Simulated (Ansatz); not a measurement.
Species: ZnI, charge 1, multiplicity 1. SMILES: [I][Zn+]
Geometry from a B3LYP-D3(BJ)/def2-TZVP (Ansatz, a program for electronic structure) optimisation:
```
Zn
I 1 2.4056
```
Charge +1, spin multiplicity 1.

Wanted: vertical triplet-singlet gap, E(triplet) - E(singlet), in eV. Terms: STO-3G and 3-21G all-electron and non-relativistic; UHF or UKS for open shells; def2 sets with scalar-relativistic core potentials past Kr; LANL2DZ with its own core potentials from Na on; each state is the SCF solution reached for its charge and spin; valence correlation only (noble-gas shells and the d and f shells of earlier blocks); spin-orbit terms left out. Ab initio and DFT rows: single points at B3LYP-D3(BJ) geometries (Ansatz). The spin state of an ion or metal species was assumed, not searched. Levels can end on unlike triplets.

```json
[
 {"level": "HF/LANL2DZ", "program": "Ansatz", "vertical triplet-singlet gap, E(triplet) - E(singlet) (eV)": "1.12"},
 {"level": "PBE/LANL2DZ", "program": "Ansatz", "vertical triplet-singlet gap, E(triplet) - E(singlet) (eV)": "1.88"},
 {"level": "B3LYP/STO-3G", "program": "Ansatz", "vertical triplet-singlet gap, E(triplet) - E(singlet) (eV)": "-2.85"},
 {"level": "B3LYP/3-21G", "program": "Ansatz", "vertical triplet-singlet gap, E(triplet) - E(singlet) (eV)": "1.80"},
 {"level": "B3LYP/LANL2DZ", "program": "Ansatz", "vertical triplet-singlet gap, E(triplet) - E(singlet) (eV)": "1.76"},
 {"level": "MP2/LANL2DZ", "program": "Ansatz", "vertical triplet-singlet gap, E(triplet) - E(singlet) (eV)": "1.52"},
 {"level": "wB97M-V/def2-TZVPD", "program": "Ansatz", "vertical triplet-singlet gap, E(triplet) - E(singlet) (eV)": "1.55"}
]
```

No value to compare with is used here. The 6 habitual levels span -2.85 (B3LYP/STO-3G) to 1.88 eV (PBE/LANL2DZ); wB97M-V/def2-TZVPD gives 1.55.

The levels are drawn from those run, B3LYP/6-31G* more often than the rest, none by its result; runs whose electronic state is in doubt are left out.
